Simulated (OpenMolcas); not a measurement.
# A ladder of methods for [SiF5]− (SMILES F[Si-](F)(F)(F)F)

[SiF5]− has 6 atoms, charge -1, and is taken as a singlet. SMILES: `F[Si-](F)(F)(F)F`. The coordinates come from a PBE0-D4/def2-TZVPD relaxation.

Each level gives the HOMO–LUMO gap (eV). The values are calculated.

```csv
level,kind,program,value (eV)
HF/6-31G* (spherical functions),Hartree–Fock,OpenMolcas,21.67
SVWN5/6-31G* (spherical functions),LDA,OpenMolcas,8.67
PBE/6-31G* (spherical functions),GGA,OpenMolcas,8.73
revPBE/6-31G* (spherical functions),GGA,OpenMolcas,8.83
M06-L/6-31G* (spherical functions),meta-GGA,OpenMolcas,10.04
TPSS/6-31G* (spherical functions),meta-GGA,OpenMolcas,9.15
B3LYP/6-31G* (spherical functions),global hybrid,OpenMolcas,11.28
M06-2X/6-31G* (spherical functions),hybrid meta-GGA,OpenMolcas,15.16
```

Sets without diffuse functions describe the anion poorly. The values span 8.67 to 21.67 eV. Orbital gaps aren't excitation energies; they tend to grow with the share of exact exchange.
